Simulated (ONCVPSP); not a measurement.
selenium, ONCV: configuration errors across variants

selenium, optimised norm-conserving Vanderbilt (ONCV), made with ONCVPSP 4.0.1 (PBEsol, fully relativistic). Core [Ar] 3d10, reference 4s2 4p3.5 (charge +0.5). Waves: 4s: rc 1.50 bohr, ncon 3, nbas 7, qcut 5 1/bohr, 2 projectors, debl 1.2 Ha; 4p: rc 2.00 bohr, ncon 4, nbas 8, qcut 3.7 1/bohr, 2 projectors, debl 2.7 Ha; d scattering state at 0.45 Ha: rc 1.70 bohr, ncon 4, nbas 9, qcut 5 1/bohr, 2 projectors, debl 3 Ha. Local part: polynomial inside 1.10 bohr (lpopt 1, dvloc0 0 Ha). Core correction: Teter function, fcfact 5, rcfact 1.3.

Open shells are filled in proportion to 2j + 1.

All-electron excitation energies from the reference (eV): (1) 4s2 4p4 -4.312; (2) 4s2 4p3 6.542; (3) 4s2 4p2 26.914; (4) 4s0 4p6 17.652.

1 further variants failed, have other tests or another functional or relativity, and are left out.

Errors AE − PS in meV (a dash: test not solved or not reliable):

```json
{"change": "base", "(1)": "-0.4", "(2)": "-1.0", "(3)": "-17", "(4)": "+14", "bound ghosts": "none", "GHOST(+) flags above zero": "s, d3/2"}
{"change": "core correction none", "(1)": "-0.7", "(2)": "-1.3", "(3)": "-17", "(4)": "+34", "bound ghosts": "none", "GHOST(+) flags above zero": "s, d3/2"}
{"change": "p: rc 1.9", "(1)": "-0.3", "(2)": "-0.8", "(3)": "-15", "(4)": "+8.1", "bound ghosts": "none", "GHOST(+) flags above zero": "s, d3/2"}
```

Give the same row for: all radii but the core radius scaled by about 1.13 (s 1.70, p 2.26, d 1.92 bohr); local potential polynomial inside 1.24 bohr (lpopt 1, dvloc0 0 Ha).

-0.6, -1.4, -24, +17; bound ghosts: none; GHOST(+) flags above zero: s.
